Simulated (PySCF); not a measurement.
AlI₂, SMILES [I][Al+][I], charge +1. The structure is a stationary point at B3LYP-D3(BJ)/def2-SVP. The multiplicity is an assumed one; other spin states were not compared. The isomer is the one that the SMILES or the coordinates give; other isomers of the formula were not compared. The def2 effective core potentials stand for the cores of I; spin–orbit coupling is left out.

Computed equilibrium geometry at B3LYP-D3(BJ)/def2-SVP (PySCF confirms it by a frequency run) as Cartesian coordinates in Å, and its point group:
point group D∞h.
```xyz
3

Al     0.0000     0.0000     0.0000
I      0.0000     0.0000    -2.3732
I      0.0000     0.0000     2.3732
```
Charge +1, spin multiplicity 1.
